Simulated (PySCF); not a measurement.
Fill in the blanks.

Compound: C₇H₁₃P.
SMILES with atom numbers: `[CH3:1][CH:2]=[C:3]=[P:4][CH2:5][CH:6]([CH3:7])[CH3:8]` (hydrogens: H9, H10, H11 on C1; H12 on C2; H13, H14 on C5; H15 on C6; H16, H17, H18 on C7; H19, H20, H21 on C8)

Geometry (GFN2-xTB, Å), atoms numbered from 1 in this order:
```
atom  x, y, z in Å
C1     3.483   -0.003    1.073
C2     2.913   -0.926    0.038
C3     1.900   -0.650   -0.728
P4     0.752   -0.248   -1.824
C5    -0.795   -0.790   -0.891
C6    -1.361    0.314    0.004
C7    -1.789    1.517   -0.830
C8    -2.542   -0.225    0.809
H9     2.940    0.939    1.094
H10    4.531    0.197    0.850
H11    3.432   -0.467    2.058
H12    3.395   -1.898   -0.028
H13   -1.543   -1.078   -1.636
H14   -0.549   -1.673   -0.297
H15   -0.576    0.629    0.702
H16   -2.179    2.307   -0.193
H17   -2.564    1.230   -1.538
H18   -0.941    1.914   -1.389
H19   -2.238   -1.068    1.425
H20   -3.336   -0.554    0.142
H21   -2.942    0.549    1.461
```

| property | level | value |
| --- | --- | --- |
| point group of the GFN2-xTB geometry | GFN2-xTB | C1 |
| rotational constants A, B, C of the GFN2-xTB geometry | GFN2-xTB | ? |
| dipole moment | PBE0/pcSseg-1 | 1.74 D |
| HOMO energy | PBE0/pcSseg-1 | -6.80 eV |
| LUMO energy | PBE0/pcSseg-1 | -1.13 eV |
| 13C chemical shifts (computed TMS as zero) by class | GIAO PBE0/pcSseg-1 | 267.8 (C3), 111.9 (C2), 44.7 (C5), 37.1 (C6), 25.8 (C7/C8), 19.8 (C1) ppm |
| 1H chemical shifts (computed TMS as zero) by class | GIAO PBE0/pcSseg-1 | ? |
| isotropic shieldings of nuclei other than C and H, by class | GIAO PBE0/pcSseg-1 | ? |

The electronic properties come from PySCF, for the isolated species, density fitting. One conformer (not necessarily the lowest) at the GFN2-xTB geometry, without solvent or vibrations. NMR classes are plain means over equivalent atoms (diastereotopic ones count apart unless rotation or inversion swaps them), as if these changed places fast; in this geometry the members of some classes differ.

Task: Give the rotational constants A, B, C of the GFN2-xTB geometry.

Result: 2.560, 0.831, 0.737 GHz.

Task: What are the isotropic shieldings of nuclei other than C and H, by class?

Result: 244 (P4) ppm.

Task: Give the 1H chemical shifts (computed TMS as zero) by class.

Result: 6.28 (H12), 1.91 (H9/H10/H11), 1.75 (H13/H14), 1.60 (H15), 1.09 (H16/H17/H18/H19/H20/H21) ppm.

The dipole equals about 5.8 × 10⁻³⁰ C·m (1 D = 3.33564 × 10⁻³⁰ C·m). The rotational constants make it an asymmetric top with κ = (2B − A − C)/(A − C) = -0.90, nearer the prolate limit (−1). A dipole of 1.74 D is allowed in C1, and pure rotational transitions are dipole-allowed. With B = h/(8π²I), that is 505.379 GHz u Å² over I, the principal moments of inertia are 197.4, 607.9 and 685.8 u Å² (most abundant isotopes); the inertial defect Ic − Ia − Ib is -119.5 u Å² (zero for a rigid planar frame, negative otherwise).
